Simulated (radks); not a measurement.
The numbers below are computed, except where a source is named.
The barium ion Ba26+, 30 electrons, occupied as [Ar] 3d10 4s2 (the NIST ground configuration).

Level of theory: Dirac Kohn-Sham, PBE, spin-unpolarised, spherical densities, finite nucleus; Fermi nuclear charge, rms radius 4.8378 fm (a radial shooting solver on a logarithmic mesh with Libxc functionals).

Energy parts (hartree):
| part | energy |
|---|---|
| total | -7810.7484 |
| kinetic | 8356.2709 |
| electron-nucleus | -18018.5117 |
| Hartree | 2020.5240 |
| exchange-correlation | -169.0316 |

Orbitals (lengths in bohr, moments of r in powers of bohr):
orbital  occ.  eigenvalue (hartree)      <r^2>
1s1/2       2             -1399.702  0.0008883
2s1/2       2             -247.0227    0.01409
2p1/2       2             -234.6678    0.01036
2p3/2       4             -220.5781    0.01162
3s1/2       2             -74.65624    0.09429
3p1/2       2             -69.49190    0.08868
3p3/2       4             -66.66892    0.09575
3d3/2       4             -57.72426    0.07769
3d5/2       6             -57.10996    0.07966
4s1/2       2             -33.93677     0.3977

The highest occupied level is 4s1/2 at -923.47 eV. The density falls to 0.001 e/bohr^3 at r = 1.31 bohr. For comparison, the ionisation energy in NIST's Atomic Spectra Database is 935 eV (theoretical). In exact Kohn-Sham theory the highest level is minus the ionisation energy, but local and semilocal functionals leave it too shallow, through self-interaction and a potential that decays too fast; potentials with the right tail come closer. Summed over all electrons, <r^2> = 2.430 bohr^2, which gives a Langevin (diamagnetic) susceptibility term of -1.92 x 10^-6 cm^3/mol.
